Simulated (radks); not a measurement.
He, configuration [He]. All-electron calculation, Dirac Kohn-Sham, Slater X-alpha with alpha = 0.814, spin-unpolarised, spherical densities, point nucleus. Program: a radial shooting solver on a logarithmic mesh with Libxc functionals.

Normalised radial functions P(r) = r R(r) (large component), r in bohr:

| r | 1s1/2 |
|---|---|
| 0.05529 | 0.2397 |
| 0.06489 | 0.2760 |
| 0.07614 | 0.3167 |
| 0.08936 | 0.3621 |
| 0.1049 | 0.4120 |
| 0.1231 | 0.4664 |
| 0.1444 | 0.5248 |
| 0.1681 | 0.5832 |
| 0.1973 | 0.6466 |
| 0.2315 | 0.7100 |
| 0.2717 | 0.7713 |
| 0.3188 | 0.8274 |
| 0.3741 | 0.8749 |
| 0.4391 | 0.9102 |
| 0.5152 | 0.9294 |
| 0.5998 | 0.9297 |
| 0.7039 | 0.9088 |
| 0.826 | 0.8648 |
| 0.9694 | 0.7983 |
| 1.138 | 0.7121 |
| 1.335 | 0.6107 |
| 1.567 | 0.5007 |
| 1.838 | 0.3899 |
| 2.14 | 0.2911 |
| 2.511 | 0.2002 |
| 2.947 | 0.1273 |
| 3.459 | 0.0739 |

1s1/2: eigenvalue -16.579 eV, 0 radial nodes, <r> = 0.928 bohr, 90 % of the charge inside 1.70 bohr.
